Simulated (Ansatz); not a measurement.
Total energies of `CC(C)O[Si]OC(C)C`.

```xyz
23

C     3.0549    0.3304   -0.5390
C     1.7112   -0.1975   -0.0839
C     1.7934   -0.8974    1.2572
O     1.2378   -1.1080   -1.0638
Si   -0.1545   -1.6426   -1.7503
O    -1.4241   -0.8741   -1.0483
C    -1.7222    0.0801   -0.0412
C    -1.7399    1.4672   -0.6500
C    -3.0510   -0.2900    0.5822
H     2.9658    0.8197   -1.5105
H     3.7690   -0.4910   -0.6332
H     3.4480    1.0537    0.1793
H     1.0105    0.6430   -0.0094
H     0.8138   -1.2695    1.5658
H     2.1595   -0.2139    2.0270
H     2.4766   -1.7475    1.1942
H    -0.9466    0.0363    0.7330
H    -1.9712    2.2184    0.1089
H    -0.7722    1.7131   -1.0933
H    -2.4980    1.5216   -1.4348
H    -3.8401   -0.2658   -0.1730
H    -3.0104   -1.2962    1.0028
H    -3.3103    0.4098    1.3802
```

The species carries charge 0 and has multiplicity 1. The geometry is a stationary point of PBE0-D4/def2-TZVP. It is one conformer, not always the lowest. Basis def2-TZVPP, the Gaussian-basis code of Ansatz.

RPA on PBE orbitals: Hartree–Fock energy of these orbitals -674.14422 Eh, correlation -2.66581 Eh (frozen core).

```tsv
functional	energy without D4 (Eh)	D4 term (kJ/mol)
PBE	-676.58667	-56.8
revPBE	-677.03635	-175.0
BLYP	-677.06747	-121.9
B97M-V	-677.12614	–
PBE0	-676.65484	-48.9
r2SCANh	-676.96387	-17.1
HSE06 (plane-wave form)	-676.62671	-45.5
BHLYP	-677.00945	-64.9
CAM-B3LYP	-677.05875	-49.6
ωB97M-V	-677.04464	–
```

Task: Give the same for LDA (SPW92), r2SCAN, B3LYP, r2SCAN0, LC-ωPBE, ωB97X-V, B2PLYP, PBE-QIDH. (Best estimate.)

Result: The calculation gave: 
| functional | energy without D4 (Eh) | D4 term (kJ/mol) |
| --- | --- | --- |
| LDA (SPW92) | -672.76790 | – |
| r2SCAN | -676.98296 | -16.2 |
| B3LYP | -677.26760 | -89.3 |
| r2SCAN0 | -676.93733 | -18.6 |
| LC-ωPBE | -676.90262 | – |
| ωB97X-V | -677.07518 | – |
| B2PLYP | -676.79210 | – |
| PBE-QIDH | -676.52059 | – |

B3LYP takes the VWN-RPA correlation (the form of Gaussian; ORCA's B3LYP/G). HSE06 is the plane-wave form, built on full-range PBE exchange. The double hybrids freeze the cores in their second-order part.

LC-ωPBE has ω = 0.4 bohr⁻¹.
